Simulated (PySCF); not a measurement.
## Telling isomers of C$_{4}$H$_{8}$O$_{3}$ apart by NMR

Level of theory: couplings computed with B3LYP/pcJ-1 (spin–dipole term left out of most H,H and C,H couplings), geometry from PBE0-D3(BJ)/def2-SVP, shielding tensors at PBE0/pcSseg-1 (GIAO), in PySCF 2.14 (equivalent nuclei averaged, single conformer, no solvent, non-relativistic Hamiltonian).

Shifts are taken against calculated references (same method and geometry level): 1H, 13C against TMS. Multiplet labels drop J under 1 Hz and among equivalent protons, and merge close values. Unscaled 3J(H,H) run several per cent high. Acid and N–H amide carbonyl carbons lie up to 10 ppm further downfield in solution (hydrogen bonding). Shifts are as computed. Against solution values, carbons near 30 ppm lie about +2 ppm off and those near 130 ppm about +5 ppm (rms about the fit 1.9 ppm; single classes can miss by 10 ppm). Of 1328 compounds with measured shifts, 309 miss one by over three times the rms of a fit or turn the order of signals round; such compounds aren't used in these exercises. Signals without a measured value on file couldn't be tested in this way; 1H shifts scatter by 0.2 ppm about their fit, and single ones miss by 0.5 ppm. Across acyclic CH2–CH2 and CH–CH2 bonds, 3J(H,H) assumes equally populated rotamers. OH and NH positions are gas-phase values without hydrogen bonding to other molecules.

(1) Tabulate the signals of `COCCC(=O)O`, `CCOC(=O)OC` and their relative energies.

(2) What is the quickest way to tell COCCC(=O)O from CCOC(=O)OC?

## Answers

(1) 
```tsv
SMILES	carbon types	δC	δH	E rel. (kcal/mol)
COCCC(=O)O	1×C 2×CH2 1×CH3	175.5, 69.2, 59.5, 33.9	5.65 (br s, 1H), 3.34 (s, 3H), 3.29 (t, 2H), 2.54 (t, 2H)	7.1
CCOC(=O)OC	1×C 1×CH2 2×CH3	161.5, 63.4, 54.0, 15.5	4.02 (q, 2H), 3.62 (s, 3H), 1.24 (t, 3H)	0.0
```

Energies are electronic energies at PBE0/pcSseg-1 on these geometries, without zero-point or thermal terms, each for the one conformer computed, which needn't be the lowest.

(2) Both give the same number of carbon signals, but DEPT or the intensities differ. The first has an sp3 CH2 α to a carbonyl at 33.9 ppm, the second a methyl carbon (CH3) at 15.5 ppm. Their most deshielded carbons lie at 175.5 and 161.5 ppm. In the proton spectra the most deshielded non-exchanging signals are 3.34 (s, 3H) and 4.02 (q, J = 7.8 Hz, 2H).
